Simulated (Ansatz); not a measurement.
GeHO (SMILES [OH+]=[Ge]) moved off its minimum; all values from Ansatz (a first-principles code), cores frozen in correlated methods.
(charge 1, multiplicity 1)
```xyz
3

O      0.07030     0.03838    -1.29511
Ge    -0.00795     0.02327     0.49731
H      0.00920    -0.01284    -2.27993
```

Task: Give the forces (eV/Å), the total energy and the dipole at CCSD(T)/aug-cc-pVTZ.

Result: 
| atom | Fx | Fy | Fz |
|---|---|---|---|
| O1 | -0.150 | -0.046 | 2.440 |
| Ge2 | 0.129 | 0.016 | -3.499 |
| H3 | 0.022 | 0.030 | 1.059 |
Energy -2150.9709 hartree.
